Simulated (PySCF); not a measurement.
## [La(NH3)3]3+ at several levels of theory

Computed with PySCF 2.14.0 (density fitting, no spin-orbit coupling) at the geometry relaxed with B3LYP:

```xyz
13
[La(NH3)3]3+ (singlet)
La    0.0000    0.0000    0.7902
N     2.4555   -0.0004    0.0025
H     3.1394   -0.2585    0.7392
H     2.6907   -0.6514   -0.7698
H     2.8175    0.9087   -0.3402
N    -1.2274    2.1267    0.0025
H    -1.3458    2.8481    0.7392
H    -0.7812    2.6560   -0.7698
H    -2.1957    1.9857   -0.3402
N    -1.2281   -2.1263    0.0025
H    -1.7936   -2.5896    0.7392
H    -1.9095   -2.0045   -0.7698
H    -0.6218   -2.8944   -0.3402
```

| level | basis | state | HOMO (eV) | gap (eV) | charge on La1 (e) | population of f-type functions on La1 (core shells left out) | dipole about the centre of mass (D) | largest force component (eV/Å) |
| --- | --- | --- | --- | --- | --- | --- | --- | --- |
| B3LYP | La def2-SVP with ECP46, N def2-SVP, H def2-SVP | singlet | -23.41 | 7.13 | 1.88 | 0.07 | 2.10 | 0.01 |
| B3LYP | La def2-TZVP with ECP46, N def2-TZVP, H def2-TZVP | singlet | -23.41 | 7.15 | 2.08 | 0.07 | 2.05 | 0.45 |
| B3LYP | La x2c-SVPall, N x2c-SVPall, H x2c-SVPall | singlet | -23.51 | 7.07 | 1.84 | 0.09 | 2.04 | 0.27 |

Charges are Mulliken's, which hang on the basis. The relaxation used the grid (50, 194), these runs (75, 302) or, all-electron (x2c bases, spin-free X2C Hamiltonian), (99, 590).

Problem. Order these levels, in the first row's basis, by the HOMO–LUMO gap they give here, smallest first.
A. revPBE
B. TPSS
C. M06-L
D. TPSSh

Solution. A (5.41 eV), B (5.70 eV), C (6.28 eV), D (6.62 eV).

Problem. And their other results?

Solution. 
```
 level    state  HOMO (eV)  gap (eV)  charge on La1 (e)  population of f-type functions on La1 (core shells left out)  dipole about the centre of mass (D)  largest force component (eV/Å)
 M06-L  singlet     -22.51      6.28               1.99                                                          0.07                                 1.97                            0.27
  TPSS  singlet     -22.30      5.70               1.84                                                          0.07                                 2.18                            0.18
revPBE  singlet     -22.17      5.41               1.80                                                          0.07                                 2.26                            0.29
 TPSSh  singlet     -22.90      6.62               1.88                                                          0.07                                 2.11                            0.05
```

In the first row's basis the gap widens with exact exchange: 5.4 to 6.3 eV for revPBE, TPSS, M06-L (none); 6.6 to 7.1 eV for TPSSh, B3LYP (a fixed share).
